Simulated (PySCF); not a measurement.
Run record: geometry optimisation, `[SiH3]O[SiH2][Se][SiH3]`.

Method: PBE0-D3(BJ)/def2-SVP geometry optimisation, gas phase (PySCF 2.14.0). Start geometry: GFN2-xTB. A driver script takes a list of jobs; this job's settings line and coordinates (Å) are shown.

Input:
```
{"job": {"xc": "PBE0", "basis": "def2-SVP", "d3": "d3bj", "grid": 1, "maxiter": 30, "shake": 0.01, "kind": "geom"}, "charge": 0, "multiplicity": 1}
Si    -2.067280     0.715870    -0.248500
O     -1.181860    -0.611280    -0.271500
Si    -0.220020    -1.700250     0.393370
Se     1.523470    -0.645620     1.510730
Si     2.251970     0.763600    -0.112450
H     -2.170210     1.095430    -1.669570
H     -3.359080     0.366760     0.340050
H     -1.390830     1.766780     0.537530
H      0.327280    -2.438230    -0.710620
H     -0.917300    -2.461100     1.421630
H      3.514790     1.251190     0.432810
H      1.299080     1.853290    -0.283490
H      2.395830     0.026700    -1.350310
```

Output:
```
step   0  E = -3348.81596022  max force = 0.030435
step   1  E = -3348.82745864  max force = 0.005177
step   2  E = -3348.82773271  max force = 0.001629
step   3  E = -3348.82783999  max force = 0.001346
step   4  E = -3348.82790387  max force = 0.001791
step   5  E = -3348.82797997  max force = 0.002413
step   6  E = -3348.82803018  max force = 0.001738
step   7  E = -3348.82805995  max force = 0.000680
step   8  E = -3348.82805971  max force = 0.000628
step   9  E = -3348.82805917  max force = 0.000439
optimisation converged
```

Energies in Eh; «max force» is the largest Cartesian gradient component in Eh/bohr.

Q: Give the first gradient maximum in eV/Å.

A: With 1 Eh/bohr = 51.422 eV/Å, 1.565 eV/Å.

In short: final energy -3348.82806 Eh after 9 steps; dipole 0.77 D.

Q: Where do the atoms end?

A: 0.212 Å rms from the input after alignment:
```
atom  x, y, z in Å
Si1   -2.0233    0.7853   -0.1477
O2    -1.1104   -0.5926   -0.3537
Si3   -0.1271   -1.6862    0.4022
Se4    1.5206   -0.6224    1.5698
Si5    2.1487    0.6797   -0.2050
H6    -2.0521    1.5154   -1.4455
H7    -3.4120    0.4070    0.2467
H8    -1.4240    1.6496    0.9113
H9     0.4577   -2.5458   -0.6606
H10   -0.8726   -2.4964    1.4071
H11    3.4942    1.2268    0.1287
H12    1.1930    1.8071   -0.4155
H13    2.2139   -0.1447   -1.4478
```

Q: Estimate the wall time. Hardware: an Arm Neoverse V2 with one thread, no GPU, on a shared host. And the peak memory of the process?

A: About 79 s, with 0.62 GiB resident at the peak, the Python interpreter and its libraries included.
Labels such as C1 count atoms from 1, the log's own numbers from 0.
